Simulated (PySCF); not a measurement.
SiFHI2, SMILES [SiH](F)(I)I.

Geometry optimised at PBE0-D3(BJ)/def2-SVP. The def2 effective core potentials stand for the cores of I; spin–orbit coupling is left out.

Method: TDA-ωB97X/def2-SVPD run with PySCF 2.14.0.

Vertical excitations. Gas-phase values at a fixed geometry. State labels are in the subgroup Cs.

| state | symmetry | energy (eV) | λ (nm) | f | main pairs |
|---|---|---|---|---|---|
| S1 | A" | 5.44 | 228 | 0.037 | HOMO→LUMO 87 % |
| S2 | A" | 5.60 | 221 | 0.002 | HOMO−1→LUMO 87 % |
| S3 | A' | 5.77 | 215 | 0.009 | HOMO−2→LUMO 85 % |
| S4 | A' | 6.00 | 207 | 0.003 | HOMO−3→LUMO 78 % |
| S5 | A" | 6.70 | 185 | 0.002 | HOMO→LUMO+2 83 % |
| S6 | A' | 6.94 | 179 | 0.003 | HOMO−2→LUMO+2 53 %, HOMO→LUMO+1 18 % |
| S7 | A" | 6.96 | 178 | 0.001 | HOMO−1→LUMO+2 61 %, HOMO−2→LUMO+1 14 % |
| S8 | A' | 7.17 | 173 | 0.021 | HOMO→LUMO+1 39 %, HOMO−2→LUMO+2 22 %, HOMO→LUMO+5 9 %, HOMO−3→LUMO 8 % |
| S9 | A' | 7.33 | 169 | 0.023 | HOMO−1→LUMO+1 45 %, HOMO−3→LUMO+2 16 %, HOMO−1→LUMO+5 10 % |
| S10 | A" | 7.48 | 166 | 0.009 | HOMO−2→LUMO+1 32 %, HOMO→LUMO+3 22 %, HOMO−4→LUMO 8 %, HOMO−1→LUMO+3 6 % |
| T1 | A" | 4.87 | 255 | 0 | HOMO→LUMO 88 % |
| T2 | A" | 5.13 | 242 | 0 | HOMO−1→LUMO 84 % |
| T3 | A' | 5.24 | 236 | 0 | HOMO−2→LUMO 81 % |
| T4 | A' | 5.45 | 227 | 0 | HOMO−3→LUMO 74 % |
Triplets are in the Tamm–Dancoff approximation.
